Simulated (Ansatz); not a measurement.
A structure relaxed at PBE0-D4/def2-SVP in Ansatz, charge 0, singlet:

```xyz
4

B     0.000   -0.001    0.001
Br    0.499   -1.490   -1.066
Br    1.304    0.895    1.050
Br   -1.803    0.596    0.014
```

Give its formula, name or SMILES and point group.

BBr₃. Point group D3h (tolerance 0.1 Å).

Summarise the bond lengths by kind (pairs closer than 1.2 times the sum of covalent radii, bridged metal pairs left out).

3 × B–Br 1.90 Å.
